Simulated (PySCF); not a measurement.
Excitations are Tamm–Dancoff values on a coarser integration grid. The basis has no diffuse functions, so Rydberg states are missing or too high.

Z-matrix (Å, degrees):
```
O
H 1 0.9827
C 1 1.4445 2 111.60
H 3 1.1048 1 106.50 2 -173.86
H 3 1.1071 4 109.30 1 -117.85
H 3 1.1083 4 109.22 5 -121.87
Ga 1 2.0779 2 101.85 3 132.72
Cl 7 2.1569 1 104.12 2 134.27
Cl 7 2.1726 1 100.85 2 -103.29
Cl 7 2.1855 1 90.74 2 13.72
```
Charge 0, spin multiplicity 1.

What LUMO, HOMO–LUMO gap, total energy, S1 oscillator strength and S1–T1 gap (TDA) does PBE-D3(BJ)/def2-TZVP // PBE-D3(BJ)/def2-SVP (PySCF 2.14.0) give?


```yaml
LUMO: -2.03 eV
HOMO–LUMO gap: 5.32 eV
total_energy: -3420.4813 Ha
S1 oscillator strength: 0.001
S1–T1 gap (TDA): 0.29 eV
```
